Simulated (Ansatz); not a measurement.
These are frozen-core CCSD(T)/def2-TZVPP // PBE-D3(BJ)/def2-SVP (Ansatz, an electronic-structure program) values and carry that method's errors.

Ansatz 0.2 input:
```yaml
crystal:
  periodic: [false, false, false]
  atoms:
    - { symbol: Nb, position_ang: [-0.316551, -0.12825, -0.289933] }
    - { symbol: O, position_ang: [-1.509761, -0.747927, -1.664011] }
    - { symbol: H, position_ang: [-1.633781, -0.361337, -2.547689] }
    - { symbol: O, position_ang: [-0.669607, -1.408947, 1.078462] }
    - { symbol: H, position_ang: [-0.395861, -1.633948, 1.982434] }
    - { symbol: O, position_ang: [0.351269, 1.344441, -1.346238] }
    - { symbol: H, position_ang: [1.011159, 2.028187, -1.144299] }
    - { symbol: N, position_ang: [1.591148, -0.770753, -0.258939] }
    - { symbol: H, position_ang: [1.934811, -1.556542, 0.30023] }
    - { symbol: H, position_ang: [2.349209, -0.369769, -0.817467] }
    - { symbol: N, position_ang: [-0.935315, 1.281124, 1.007441] }
    - { symbol: H, position_ang: [-1.326204, 1.09162, 1.934542] }
    - { symbol: H, position_ang: [-0.923264, 2.287593, 0.822326] }
basis:
  gaussian: { orbitals: def2-TZVPP }
correlation:
  method: ccsd_t
```

Output:

```
Functional definition: HF
1938 factors; integrals over basis functions are off by at most 1.0e-3 eV
mean field evaluation 1: about -10716.2728 eV, gradient 8.4e1 eV
mean field evaluation 2: about -10716.5080 eV, gradient 8.4e1 eV
mean field evaluation 4: about -10728.4631 eV, gradient 8.0e0 eV
mean field evaluation 8: about -10728.6548 eV, gradient 6.9e-1 eV
mean field evaluation 16: about -10728.6560 eV, gradient 2.8e-6 eV
mean field -10728.65600824 eV, -394.2708361586 hartree, gradient 2.8e-6 eV, S^2 0.000000; 0 other end points of the search recorded, 0 dependent functions left out
5 core orbitals not correlated
reference -10728.65600824 eV, -394.2708361586 hartree; 24, 24 occupied and 280, 280 virtual orbitals, 1938 factors
second order -44.80288547 eV of doubles, -0.00000000 eV of singles
cycle   1  -42.95330730 eV  change     1.8e0 eV  update   2.3e-1
cycle   2  -44.22937829 eV  change    -1.3e0 eV  update   1.2e-1
cycle   3  -44.59717403 eV  change   -3.7e-1 eV  update   4.5e-2
cycle   4  -44.59941053 eV  change   -2.2e-3 eV  update   1.8e-2
cycle   5  -44.57785397 eV  change    2.2e-2 eV  update   6.9e-3
cycle   6  -44.57868378 eV  change   -8.3e-4 eV  update   3.0e-3
cycle   7  -44.58040045 eV  change   -1.7e-3 eV  update   1.2e-3
cycle   8  -44.57963884 eV  change    7.6e-4 eV  update   4.9e-4
cycle   9  -44.57969160 eV  change   -5.3e-5 eV  update   1.8e-4
cycle  10  -44.58009262 eV  change   -4.0e-4 eV  update   1.1e-4
cycle  11  -44.57982283 eV  change    2.7e-4 eV  update   5.6e-5
cycle  12  -44.57977543 eV  change    4.7e-5 eV  update   3.1e-5
perturbative correction -2.09714978 eV, -0.0770688330 hartree
Total energy: -10775.33293345 eV, -395.9861815213 hartree
```

Cost: around 80 core-minutes (rough).
